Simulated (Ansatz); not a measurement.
Reaction (ligand exchange at the Al–C bond): `C[CH2][AlH][SH]` + CH₃NH₂ → `C[NH][AlH][SH]` + `CC`

Calculated with Ansatz (gas phase, PBE0-D4/def2-TZVP geometries, no zero-point term in ΔE). CBS: MP2 limit from def2 TZ/QZ plus the TZ coupled-cluster correction, frozen cores. This one scheme is used for every species. DFT in def2-TZVPP. HSE06 is defined as in plane-wave codes. One conformer a species, not always the lowest.

```csv
level,ΔE (eV)
HSE06-D4,-1.01
RPA@PBE/def2-TZVPP,-1.06
```

**Question.** What does CCSD(T)/CBS give? (Best estimate.)

**Answer.** Ansatz gave: -1.06 eV. The listed levels differ from it by 0.05, 0.00 eV.

Largest T1 diagnostic among the species: 0.011.

In def2-TZVPP, CCSD(T) changes the Hartree–Fock value by +0.07 eV (the triples alone add +0.01 eV) and MP2 by +0.05 eV. Leaving LDA and LC-ωPBE aside and taking each functional with its dispersion term where it has one, the values, not all of them listed here, spread over 0.12 eV, from BHLYP-D4 to revPBE-D4. From BLYP to BHLYP (50 % exact exchange), in def2-TZVPP and without D4, ΔE moves by −0.03 eV.
